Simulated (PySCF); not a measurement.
**Working out the ionisation energy of Cr²⁺**

Cr²⁺ [Ar] 3d4 (5D) → Cr³⁺ [Ar] 3d3 (4F). All numbers are calculated (PySCF 2.14, the non-relativistic Hamiltonian (point nucleus), in dyall-av2z (16s12p7d2f, 101 functions)). Frozen: [Ar]; the 25 highest virtual orbitals dropped. Energies in hartree (1 hartree = 27.21139 eV):

```
            part  Cr²⁺ (lower)  Cr³⁺ (upper)
             UHF  -1042.570097  -1041.471536
CCSD correlation     -0.040570     -0.017070
             (T)     -0.000269     -0.000037
```

Task: What does Hartree-Fock give?

Result: (-1041.471536) − (-1042.570097) = 1.098561 hartree = 29.893 eV.

Task: What do CCSD and CCSD(T) give?

Result: The CCSD correlation energies differ by 0.023500 hartree = 0.639 eV and the triples by 0.000232 hartree = 0.006 eV, so CCSD gives 30.532 eV and CCSD(T) 30.538 eV.

A first-order spin-orbit estimate adds -0.024 eV to CCSD(T) (valence), giving 30.514 eV against 30.959 ± 0.025 eV (measured; NIST Atomic Spectra Database, ionization energies).

The calculation is non-relativistic.

A double-zeta basis recovers only part of the correlation energy.

What remains against the reference includes basis incompleteness, the frozen core and higher excitations.
